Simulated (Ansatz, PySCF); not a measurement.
Cl₂Mg, triplet, geometry from GFN2-xTB (such geometries of metal compounds can be far from the true shape) (a higher spin typed on purpose: for a closed-shell molecule this is an excited state). Base run: WB97X-V/6-311G** run with PySCF.

Geometry (Å):
```xyz
3

Mg     0.0000     0.0000     0.0000
Cl     0.0000     0.0000     2.3752
Cl     0.0000     0.0000    -2.3752
```
Charge 0, spin multiplicity 3.
Orbitals are unrestricted.
All else is at PySCF's defaults.

The same geometry, method and basis name were run in Ansatz (a first-principles code) and PySCF, at each program's defaults and at the settings that a row names. The base is PySCF at its defaults. Differences at the defaults can come from grids, fitting, cores and function types together.

```
code and settings                                                               ΔE vs base (mEh)  basis functions       E (Eh)  SCF cycles
------------------------------------------------------------------------------  ----------------  ---------------  -----------  ----------
PySCF, defaults (exact integrals, its default grid, spherical functions)                   0.000               78  -1120.26307           9
Ansatz, defaults (factorised integrals, its default grid, Cartesian functions)            -4.424               81  -1120.26749           -
PySCF, density fitting with def2-universal-jkfit                                          -0.026               78  -1120.26310           9
PySCF, fine grid                                                                           0.000               78  -1120.26307           9
Ansatz, high accuracy, Cartesian functions as the basis file defines them                 -4.422               81  -1120.26749           -
```

Open shells are given as the SCF converged; they aren't shown to be the lowest states, and a large step between rows can be another state.
